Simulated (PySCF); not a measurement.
Compound: C₅H₈F₃PS.
Numbering: `[CH3:1]/[CH:2]=[CH:3]/[P@@:4]([CH3:5])(=[S:6])[C:7]([F:8])([F:9])[F:10]` (hydrogens: H11, H12, H13 on C1; H14 on C2; H15 on C3; H16, H17, H18 on C5)

The same species was optimised twice, with GFN2-xTB and with PBE0-D3(BJ)/def2-SVP (PySCF), and the same property calculations (PySCF, gas phase) were run on both structures.

```tsv
coordinate	GFN2-xTB	PBE0-D3(BJ)/def2-SVP	change
P4–C5 (Å)	1.835	1.816	-0.019
P4–C7 (Å)	1.907	1.893	-0.014
P4=S6 (Å)	1.927	1.938	+0.011
C7–F10 (Å)	1.333	1.324	-0.009
C2=C3 (Å)	1.329	1.338	+0.009
C3–P4 (Å)	1.807	1.799	-0.008
C7–F8 (Å)	1.335	1.330	-0.005
C1–C2 (Å)	1.482	1.486	+0.004
C7–F9 (Å)	1.344	1.344	0.000
P4–C7–F9 (°)	112.0	110.1	-1.9
C5–P4–C7 (°)	98.1	99.9	+1.8
C3–P4–C7 (°)	99.2	100.9	+1.7
C3–P4–S6 (°)	118.4	117.1	-1.3
C5–P4–S6 (°)	117.7	116.5	-1.2
F9–C7–F10 (°)	107.0	108.0	+1.0
F8–C7–F9 (°)	106.8	107.6	+0.8
C2–C3–P4 (°)	119.6	120.3	+0.7
C2–C3–P4–C5 (°)	-134	-131	+3
C3–P4–C7–F8 (°)	171	172	+1
```

Rotational constants: A = 1180, B = 736.7, C = 616.2 MHz (GFN2-xTB) against A = 1197, B = 730.8, C = 615.2 MHz (PBE0-D3(BJ)/def2-SVP). Point groups within 0.08 Å: C1 and C1. Atoms that the bonding makes alike are paired by their places after alignment.

On the GFN2-xTB structure: HOMO (eV) -6.96 [PBE0/pcSseg-1]; LUMO (eV) -0.98 [PBE0/pcSseg-1]; dipole (D) 4.49 [PBE0/pcSseg-1]; GIAO shielding of C1 (ppm) 163.1 [PBE0/pcSseg-1]; GIAO shielding of C2 (ppm) 20.5 [PBE0/pcSseg-1]; GIAO shielding of C3 (ppm) 61.0 [PBE0/pcSseg-1]; GIAO shielding of P4 (ppm) 289.5 [PBE0/pcSseg-1]; GIAO shielding of C5 (ppm) 165.0 [PBE0/pcSseg-1]; GIAO shielding of S6 (ppm) 803.3 [PBE0/pcSseg-1]; GIAO shielding of C7 (ppm) 52.9 [PBE0/pcSseg-1]; GIAO shielding of F8/F9/F10 (mean) (ppm) 261.8 [PBE0/pcSseg-1].

What do these properties become on the PBE0-D3(BJ)/def2-SVP structure?

| property | level | on GFN2-xTB | on PBE0-D3(BJ)/def2-SVP | change |
| --- | --- | --- | --- | --- |
| HOMO (eV) | PBE0/pcSseg-1 | -6.96 | -6.86 | +0.10 |
| LUMO (eV) | PBE0/pcSseg-1 | -0.98 | -1.01 | -0.03 |
| dipole (D) | PBE0/pcSseg-1 | 4.49 | 4.49 | 0.00 |
| energy, GFN2-xTB geometry as zero (kcal/mol) | PBE0/pcSseg-1 | 0.0 | -0.6 | -0.6 |
| GIAO shielding of C1 (ppm) | PBE0/pcSseg-1 | 163.1 | 161.4 | -1.7 |
| GIAO shielding of C2 (ppm) | PBE0/pcSseg-1 | 20.5 | 17.8 | -2.7 |
| GIAO shielding of C3 (ppm) | PBE0/pcSseg-1 | 61.0 | 60.4 | -0.6 |
| GIAO shielding of P4 (ppm) | PBE0/pcSseg-1 | 289.5 | 288.3 | -1.2 |
| GIAO shielding of C5 (ppm) | PBE0/pcSseg-1 | 165.0 | 164.8 | -0.2 |
| GIAO shielding of S6 (ppm) | PBE0/pcSseg-1 | 803.3 | 797.0 | -6.3 |
| GIAO shielding of C7 (ppm) | PBE0/pcSseg-1 | 52.9 | 54.7 | +1.8 |
| GIAO shielding of F8/F9/F10 (mean) (ppm) | PBE0/pcSseg-1 | 261.8 | 264.8 | +3.0 |

The heavy atoms differ by 0.028 Å rms after alignment. Among bonds between heavy atoms P4–C5 changes most (-0.019 Å). Changes are differences of the printed values. Neither structure is proved a minimum here.

Conformer computed: `[CH3:1]/[CH:2]=[CH:3]/[P@@:4]([CH3:5])(=[S:6])[C:7]([F:8])([F:9])[F:10]`: C2–C3–P4–C5 -131°, C3–P4–C7–F8 172°.
